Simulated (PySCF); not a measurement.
# Electronic structure of Sr⁺ (strontium, charge +1) at the UHF level

Configuration: [Kr] 5s1, 2S determinant. Calculation: PySCF 2.14, in def2-SVP with the def2 core potential (28 electrons) (4s3p2d, 23 functions); a scalar-relativistic core potential.

* Total energy: -30.164559 hartree
* One-electron energy: -47.6612 hartree
* Hartree (Coulomb) energy: 21.2682 hartree
* Exchange energy: -3.7715 hartree
* ⟨S²⟩: 0.7504
* ⟨L²⟩: 0.000
* Sum of ⟨r⟩: 16.35 bohr
* Sum of ⟨r²⟩: 39.74 bohr²
* Time after the integrals: 0.05 s of wall time on 1 thread of Neoverse-V1 (shared host)

```csv
shell,electrons,mean orbital energy (hartree),"rms radius, mean of both spins (bohr)"
4s α,1,-2.18479,1.46
4s β,1,-2.17683,1.46
4p α,3,-1.32234,1.68
4p β,3,-1.31823,1.68
5s α,1,-0.38459,4.30
```

Energies and moments cover only the electrons outside the core potential.
